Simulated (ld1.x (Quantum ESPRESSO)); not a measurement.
**Which change was made? (As, TM semilocal)**

arsenic (As), norm-conserving Troullier–Martins (semilocal form), made with ld1.x (Quantum ESPRESSO) 7.5 (PBEsol, scalar-relativistic). Core [Ar] 3d10, reference 4s2 4p3. Waves: 4s (bound): rc 1.65 bohr; 4p (bound): rc 1.70 bohr. Local part: the p channel. Core correction: Bessel-smoothed model core inside 0.90 bohr.

Cutoffs, loose and tight: the cutoffs (Ry, on a coarse ladder) from which the occupation-weighted sum of valence levels, in a spherical-Bessel basis at the reference potential, stays within 10 and 1 mRy of its value at 400 Ry. They do not see the model core or the augmentation charge, which bear on the density cutoff. Test errors are all-electron minus pseudo excitation energies from the reference, over the configurations 4s2 4p2; 4s2 4p1; 4s2 4p0; 4s2 4p3.3; 4s1 4p0; 4s1 4p4; 4s0 4p5; variants that change the core or the reference have their own tests.

The base gives: outcome: generated; cutoff, loose: 35 Ry; cutoff, tight: 50 Ry; bound ghosts: none; largest test error (meV): -359.

Task: After one change the result is: outcome: generated, misses its reference levels by 0.26 eV; cutoff, loose: over 300 Ry; cutoff, tight: over 300 Ry; bound ghosts: none; largest test error (meV): -587. Which change was it?
A. wave 4s (bound): rc 1.65 bohr becomes 4s (bound): rc 1.00 bohr
B. core [Ne], valence charge 23; reference 3s2 3p6 3d10 4s2 4p2; waves now 3p (bound): rc 0.70 bohr; 3d (bound): rc 1.05 bohr; 3s (bound): rc 0.65 bohr; local potential the s channel; core correction none
C. all radii but the core radius scaled by about 0.86 (s 1.42, p 1.46 bohr)

Result: B. The others give: all radii but the core radius scaled by about 0.86 (s 1.42, p 1.46 bohr) → outcome: generated; cutoff, loose: 45 Ry; cutoff, tight: 90 Ry; bound ghosts: none; largest test error (meV): -377 | wave 4s (bound): rc 1.65 bohr becomes 4s (bound): rc 1.00 bohr → outcome: generated; cutoff, loose: 230 Ry; cutoff, tight: over 300 Ry; bound ghosts: none; largest test error (meV): -175. In the semilocal form every listed channel keeps its own potential, so the choice of the local channel does not act on these tests. It acts once the file is put into the separable form.
